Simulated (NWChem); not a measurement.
**Volume series of MgS (rocksalt structure): conduction valleys**

Everything below was run with NWChem. Level: PBE, Troullier-Martins pseudopotentials (valence charges S 6, Mg 2), cutoff 25 Ha, shifted 4×4×4 mesh, two-atom cell, no spin-orbit coupling. Each row gives the lowest empty level at Γ, at L and on the outer part of the line to X, counted from the valence top at Γ within the same run; other points weren't sampled.

```tsv
ln(V/V₀)	a (Å)	Γ (eV)	L (eV)	X line (eV)
-0.062	5.094	4.09	4.61	2.84
-0.041	5.130	3.92	4.58	2.80
-0.020	5.166	3.75	4.55	2.76
0.000	5.201	3.60	4.53	2.72
0.020	5.235	?	?	?
0.039	5.269	3.31	4.47	2.64
0.058	5.303	3.18	4.44	2.60
```

Q: Fit a line in ln V to each valley, give the slopes, and predict the withheld row.

A: Slopes dE/d(ln V): Γ -7.6 eV, L -1.3 eV, X line -2.0 eV (largest miss of a line 0.01 eV). The lowest valley is X line in every row. Predicted against computed: Γ 3.46 against 3.45, L 4.50 against 4.50, X line 2.68 against 2.68 eV.
